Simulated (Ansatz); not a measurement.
Coupled-cluster run, C2H3BOS (`BOC#CS`).

```yaml
crystal:
  periodic: [false, false, false]
  atoms:
    - {symbol: B, position_ang: [0.382164, 1.938704, 0.432479]}
    - {symbol: O, position_ang: [1.034373, 0.847527, -0.071339]}
    - {symbol: C, position_ang: [0.497722, -0.321225, -0.242176]}
    - {symbol: C, position_ang: [0.050925, -1.422464, -0.420359]}
    - {symbol: S, position_ang: [-0.440238, -3.000801, -0.721708]}
    - {symbol: H, position_ang: [1.041893, 2.925723, 0.515213]}
    - {symbol: H, position_ang: [-0.764564, 1.843952, 0.747977]}
    - {symbol: H, position_ang: [-1.710175, -2.868516, -0.295886]}
basis:
  gaussian: {orbitals: def2-TZVPP}
correlation: {method: ccsd_t}
output: {orbitals: {seedname: orbitals}}
```

```sh
$ ansatz run in.yaml --threads 4 --pin off --events-out ev --progress --plain
```

Output of Ansatz, abridged:

```
Functional definition: HF
1260 factors; integrals over basis functions are off by at most 9.9e-4 eV
mean field evaluation 1: about -15632.2566 eV, gradient 3.0e1 eV
mean field evaluation 2: about -15632.6312 eV, gradient 3.0e1 eV
mean field evaluation 4: about -15635.0879 eV, gradient 4.3e0 eV
mean field evaluation 8: about -15635.1405 eV, gradient 4.4e-1 eV
mean field -15635.14118485 eV, -574.5808406640 hartree, gradient 5.3e-6 eV, S^2 0.000000; 0 other end points of the search recorded, 0 dependent functions left out
9 core orbitals not correlated: weight in the atoms' cores, before any rotation towards them, 1.000 or more for the frozen orbitals, at most 0.000 for the correlated occupied ones
reference -15635.14118485 eV, -574.5808406640 hartree; 13, 13 occupied and 186, 186 virtual orbitals, 1260 factors
second order -21.74314553 eV of doubles, -0.00000000 eV of singles
cycle   1  -21.81949017 eV  change   -7.6e-2 eV  update   1.2e-1
cycle   2  -22.45317575 eV  change   -6.3e-1 eV  update   3.7e-2
cycle   3  -22.60081331 eV  change   -1.5e-1 eV  update   1.9e-2
cycle   4  -22.59006369 eV  change    1.1e-2 eV  update   5.8e-3
cycle   5  -22.58989243 eV  change    1.7e-4 eV  update   3.0e-3
cycle   6  -22.59104347 eV  change   -1.2e-3 eV  update   9.9e-4
cycle   7  -22.59060094 eV  change    4.4e-4 eV  update   4.6e-4
cycle   8  -22.59042517 eV  change    1.8e-4 eV  update   1.7e-4
cycle   9  -22.59046596 eV  change   -4.1e-5 eV  update   7.2e-5
cycle  10  -22.59045591 eV  change    1.0e-5 eV  update   2.3e-5
perturbative correction -1.07557460 eV, -0.0395266377 hartree
Total energy: -15658.80721537 eV, -575.4505512442 hartree
```

Run time 84 s (4 threads of a server CPU on a shared host); peak host memory 2.8 GiB.

Correlation energy per correlated electron: -0.910 eV. T1 diagnostic: 0.0150.
